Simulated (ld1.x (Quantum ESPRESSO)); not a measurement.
# Logarithmic derivatives: molybdenum, TM

| Property | Result |
| --- | --- |
| Element | Mo |
| Generator | ld1.x (Quantum ESPRESSO) 7.5 |
| Type | norm-conserving Troullier–Martins (Kleinman–Bylander form) |
| Functional | BLYP |
| Relativity | scalar-relativistic |
| Frozen core | [Kr] |
| Valence charge | 6 |
| Reference configuration | 4d5 5s0.75 5p0.25 |
| Partial waves | 5p (bound): rc 4.20 bohr; 4d (bound): rc 2.15 bohr; 4f channel at 0.05 Ry: rc 4.00 bohr; 5s (bound): rc 2.80 bohr |
| Local potential | the s channel |
| Core correction | a·sin(br)/r model core, default radius (core density twice the valence density) |

The phase is arctan(r·u′/u) with u = r·R(r), unwrapped; energies in Ry, scanned from -2 to 5 Ry. A pole is an energy at which the radial function vanishes at the test radius. The pseudo phase is shifted by a multiple of π to meet the all-electron one at the reference energy, and phase errors are pseudo minus all-electron; the curves can meet again beyond the range given. Levels narrower than the energy grid can be missing from the lists of poles.

Task: For each channel, where are the poles, and over which energies does the pseudopotential scatter like the atom?

Result:

```csv
channel,radius (bohr),reference energy (Ry),"poles, all-electron","poles, pseudo",unbroken range about the reference energy with phases within 0.05 rad,phase error 1 Ry above the reference energy (rad)
s,4.57,-0.32,"-0.05, 2.37","-0.05, 2.15, 4.75",below 0.7,-0.032
p,4.57,-0.09,"0.45, 3.00","0.44, 2.73",below 1.1,-0.022
d,4.57,-0.29,"-0.25, 1.43, 4.23","-0.25, 1.57",below 0.3,+0.113
f,4.57,0.05,"1.39, 3.19","1.44, 3.96",below 1.7,+0.012
```

Phases in the d channel:

```json
{"E (Ry)": "-2.00", "all-electron": "1.417", "pseudo": "1.417"}
{"E (Ry)": "-1.52", "all-electron": "1.394", "pseudo": "1.394"}
{"E (Ry)": "-1.04", "all-electron": "1.357", "pseudo": "1.357"}
{"E (Ry)": "-0.56", "all-electron": "1.259", "pseudo": "1.260"}
{"E (Ry)": "-0.08", "all-electron": "-1.844", "pseudo": "-1.841"}
{"E (Ry)": "0.40", "all-electron": "-2.550", "pseudo": "-2.468"}
{"E (Ry)": "0.88", "all-electron": "-4.444", "pseudo": "-4.385"}
{"E (Ry)": "1.36", "all-electron": "-4.692", "pseudo": "-4.660"}
{"E (Ry)": "1.84", "all-electron": "-4.812", "pseudo": "-4.765"}
{"E (Ry)": "2.32", "all-electron": "-5.025", "pseudo": "-4.872"}
{"E (Ry)": "2.80", "all-electron": "-7.072", "pseudo": "-5.184"}
{"E (Ry)": "3.28", "all-electron": "-7.694", "pseudo": "-7.293"}
{"E (Ry)": "3.76", "all-electron": "-7.800", "pseudo": "-7.691"}
{"E (Ry)": "4.24", "all-electron": "-7.855", "pseudo": "-7.785"}
{"E (Ry)": "4.72", "all-electron": "-7.902", "pseudo": "-7.833"}
```
